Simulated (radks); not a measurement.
Values are calculated unless marked as measured or tabulated.
Excited configurations of Lu56+: one electron is placed in a higher orbital outside [Ne] 3s2 3p2. The ground configuration is [Ne] 3s2 3p3. Level of theory: scalar-relativistic Kohn-Sham, LDA (Slater exchange, Perdew-Wang correlation), spin-polarised, spherical densities, point nucleus; open shells are filled with parallel spins first (spin-orbit coupling, left out, can overturn this in heavy ions) (a radial shooting solver on a logarithmic mesh with Libxc functionals). Excitation = E - E(ground); binding = E(ion) - E, where the ion is the core of charge +57; n* = 57/sqrt(2 binding) in atomic units. These energies are relativistic, and a one-electron ion of charge +57 with no core already has n* below n in this formula (scalar-relativistic equation, point nucleus: 3d 2.987, 4s 3.926, 4d 3.982, 4f 3.991, 5s 4.923, 5d 4.978, 6f 5.986, 7s 6.919, 7f 6.984). The quantum defect is therefore taken as that value minus n*, so that it holds no relativistic shift of the bare ion.

outer orbital,excitation (eV),binding (eV),n*,quantum defect,eigenvalue (eV)
3d,346.99,5284.3,2.892,0.095,-5218.5
4s,2425.7,3205.7,3.713,0.212,-3179.1
4d,2717.2,2914.1,3.895,0.087,-2885.1
4f,2799.3,2832.0,3.951,0.041,-2796.5
5s,3639.3,1992.1,4.711,0.212,-1976.8
5d,3783.9,1847.5,4.892,0.087,-1831.7
6f,4379.2,1252.2,5.942,0.044,-1241.4
7s,4648.2,983.09,6.706,0.213,-976.03
7f,4713.0,918.34,6.938,0.047,-910.92

The Delta-SCF ionisation energy is 5631.3 eV (NIST Atomic Spectra Database: 5525 eV, theoretical). Self-interaction in the functional shifts the binding energies and quantum defects, so they are the method's values and not measured ones. Open shells are spherical and high-spin; term and fine-structure splittings are not resolved. Spin-orbit splitting is averaged out at the scalar-relativistic level.
